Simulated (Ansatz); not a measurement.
**Pulling the pair apart**

The pair of NH₃ (SMILES N, atoms 1–4) and HBr (SMILES Br, atoms 5–6), both closed shells, in one local arrangement (a lower one may exist), relaxed at PBE0-D4/def2-TZVP:

N1  (-0.004, 0.030, -0.589)
H2  (0.406, 0.903, -0.897)
H3  (0.528, -0.737, -0.981)
H4  (-0.955, -0.023, -0.934)
Br5  (0.018, -0.125, 2.475)
H6  (0.007, -0.047, 0.926)
(Å)

HBr is shifted rigidly along the line between the mean atom positions of the two fragments (negative: closer). Counterpoise interaction energies in kJ/mol. Ansatz 0.2.0; basis: def2-TZVPPD; cores frozen in the correlated methods. Filled d shells of the heavier atoms are correlated. The def2 sets are not built for correlating such inner shells, so the correlated values are less sure here.

```tsv
shift (Å)	MP2	HF	PBE0-D4
-0.15	-44.8	-20.5	-57.4
-0.08	-48.5	-24.8	-60.4
0.00	-49.9	-27.3	-61.0
0.08	-49.8	-28.6	-60.1
0.18	-48.0	-29.1	-57.2
0.38	-42.2	-27.8	-49.3
0.76	-29.6	-22.0	-33.4
1.52	-13.3	-11.4	-14.2
```

What does CCSD(T) give at these shifts? (To be estimated.)

Computed: -33.1, -37.7, -40.1, -41.0, -40.5, -36.9, -26.9, -12.5 kJ/mol. For zero shift, CCSD(T) at an estimated basis limit (MP2 extrapolated from triple and quadruple zeta, plus CCSD(T) − MP2 in triple zeta) gives -48.7 kJ/mol. These are counterpoise interaction energies, counted from the two frozen fragments.

No T1 diagnostic of these runs exceeds 0.007.

For scale, one of the runs: CCSD(T)/def2-TZVPPD, 162 basis functions, launched by `ansatz run in.yaml --threads 2 --pin off --events-out ev --progress --plain --max-ram 5222MiB`. Hardware: 2 CPU threads of an Intel Xeon Platinum 8488C, shared host. Wall time 33 s; peak host memory 1.3 GiB.
